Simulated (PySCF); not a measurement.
## Fe²²⁺ (iron, charge +22) across methods

[He] 2s2, closed-shell 1S. Computed with PySCF 2.14 in an uncontracted even-tempered set (19 s from 5.5 bohr⁻², ratio 2.2; 8 p from 8.6 bohr⁻², ratio 2.4; 6 d from 26 bohr⁻², ratio 2.4; 5 f from 39 bohr⁻², ratio 2.4; 4 g from 58 bohr⁻², ratio 2.4), with the spin-free X2C one-electron Hamiltonian (Gaussian nucleus).

```
 method  E (hartree)  mean ε 1s (eV)  mean ε 2s (eV)  Σ⟨r²⟩ (bohr²)   ⟨S²⟩
   PBE0     -812.378         -8436.0         -1917.9         0.1460  0.000
r2SCANh     -812.411         -8427.1         -1914.2         0.1461  0.000
 r2SCAN     -812.401         -8411.7         -1910.7         0.1461  0.000
    LDA     -810.219         -8373.7         -1905.1         0.1462  0.000
    UHF   -812.37741         -8565.5         -1944.6         0.1461  0.000
  B3LYP     -812.403         -8427.9         -1916.3         0.1460  0.000
```

Q: Estimate the same row for PBE.

A: E (hartree) = -812.343; mean ε 1s (eV) = -8392.6; mean ε 2s (eV) = -1908.5; Σ⟨r²⟩ (bohr²) = 0.1460; ⟨S²⟩ = 0.000.
